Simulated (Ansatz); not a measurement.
Born–Oppenheimer molecular dynamics of Br + H2O2 (5 atoms, charge -1, multiplicity 1). It starts from a relaxed structure.

Computed with RKS PBE/def2-SVP (Ansatz).

```
ensemble        : NVT, Langevin thermostat
time step       : 0.5 fs
steps asked     : 100
set temperature : 700 K
friction        : 0.001 /fs
masses          : H 10 u
seed            : 874736
```

First frame:

```xyz
5
Properties=species:S:1:pos:R:3
Br 0.066 0.373 -2.036
O -0.002 -0.904 0.867
O -0.063 0.538 1.129
H 0.030 -0.876 -0.139
H -0.031 0.868 0.179
```

Question: What does the run give?

Answer: All steps were run.

```json
{
 "steps done": "100",
 "time covered": "50 fs",
 "mean temperature over the second half": "362 K",
 "spread of the potential energy over the second half": "14.5 meV per atom",
 "mean potential energy of the second half above the start": "31.1 meV per atom"
}
```

The mean temperature of the second half is 48 % below the set value. A run of 0.05 ps of so small a system gives no equilibrium averages. Limits of this set-up: an anion without diffuse functions, the dipole of an ion depends on the origin.

Question: What happens to the structure?

Answer: The same pairs are bonded in the first frame and the last. Pairs count as bonded within 1.25 times the sum of covalent radii (0.12 Å more for H–H). Another seed would give other details.

Question: How do temperature and energy run in time?

Answer: 
| time (fs) | T (K) | potential energy less start (eV) |
| --- | --- | --- |
| 0.0 | 560 | 0.000 |
| 4.0 | 445 | 0.063 |
| 8.0 | 235 | 0.178 |
| 12.0 | 131 | 0.254 |
| 16.0 | 170 | 0.222 |
| 20.0 | 351 | 0.111 |
| 24.0 | 499 | 0.033 |
| 28.0 | 477 | 0.078 |
| 32.0 | 247 | 0.202 |
| 36.0 | 178 | 0.262 |
| 40.0 | 276 | 0.213 |
| 44.0 | 406 | 0.135 |
| 48.0 | 511 | 0.087 |

Time of the run: 110 s on 1 thread of Intel(R) Xeon(R) Processor @ 2.70GHz (shared host), peak memory 0.1 GiB.
